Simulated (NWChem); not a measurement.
# C2H5FOSi; SMILES C=C(F)[SiH2]O

```xyz
10

C      0.7460     1.9662     0.3509
C      0.0741     0.9547    -0.1976
F     -1.0918     1.2206    -0.8688
Si     0.5351    -0.8695    -0.1998
O     -0.5333    -1.8040     0.6708
H      0.3988     2.9930     0.2721
H      1.6651     1.7773     0.8946
H      1.8468    -1.0086     0.4715
H      0.5994    -1.3065    -1.6219
H     -1.4375    -1.8598     0.3314
```
Atoms are numbered in this order, from 1.

All runs: NWChem. Pople sets run with spherical d functions. The geometry was optimised at B3LYP/6-31G* (spherical d). Level: B3LYP/6-31G* with SMD (1 M gas to 1 M solution), gas-phase geometry. Reactions with the solvent are ignored.

### Question
Predict the results for solvent toluene. Quantities: solvation free energy (kcal/mol); cavity-dispersion-structure term (kcal/mol); dipole in solution (D).

### Answer
The solvation free energy (kcal/mol) is -2.5. The cavity-dispersion-structure term (kcal/mol) is -0.2 and the dipole in solution (D) is 0.43.
